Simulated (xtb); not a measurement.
AuCl₄, SMILES [Cl][Au-]([Cl])([Cl])[Cl], charge -1, multiplicity 1. All values are semi-empirical tight-binding results from xtb (GFN2-xTB unless named), good for trends rather than for accurate numbers. Coordinates come from a GFN2-xTB optimisation. The multiplicity is an assumed one; other spin states were not compared. The isomer is the one that the SMILES or the coordinates give; other isomers of the formula were not compared.

For metal compounds this method's bond lengths and energies can be far off.

```
Property                                       Result
-------------------------------------  --------------
point group as xtb finds it                       D4h
orbital gap                                   1.93 eV
zero-point energy                        2.3 kcal/mol
G − E(el) at 298.15 K (modified RRHO)  -19.3 kcal/mol
```
